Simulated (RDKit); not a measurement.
Input for RDKit: MMFF94 on C2H9N (a complex), monomers drawn apart or pushed together.

```python
from rdkit import Chem
from rdkit.Chem import AllChem, rdDetermineBonds

blocks = [
'''5

C     0.06534539    0.01999414    0.07014808
H     0.93317877   -0.63723233    0.01232120
H    -0.46566412   -0.15390125    1.00591265
H     0.39821374    1.05703365    0.02351863
H    -0.59431880   -0.18274317   -0.77340044
''',
'''7

C     0.49858614    0.08051743    3.54622699
N    -0.88481582   -0.32683121    3.30360458
H     0.66841979    1.05946566    3.09555396
H     1.17121416   -0.62156944    3.05135279
H     0.78739166    0.13906888    4.60420644
H    -1.53279111    0.31841465    3.73873693
H    -1.06639722   -1.24150857    3.69848531
''',
]
mol = None
for b in blocks:
    f = Chem.MolFromXYZBlock(b)
    rdDetermineBonds.DetermineBonds(f, charge=0)
    mol = f if mol is None else Chem.CombineMols(mol, f)
Chem.SanitizeMol(mol)
print(Chem.MolToSmiles(Chem.RemoveHs(mol)))
ff = AllChem.MMFFGetMoleculeForceField(mol, AllChem.MMFFGetMoleculeProperties(mol), nonBondedThresh=100.0, ignoreInterfragInteractions=False)
e = ff.CalcEnergy()
print(f'MMFF94 energy {e:.6f} kcal/mol')
```

It printed:

```
C.CN
MMFF94 energy 1.469144 kcal/mol
```

The run finished.

Cost: roughly 0.04 core-seconds.
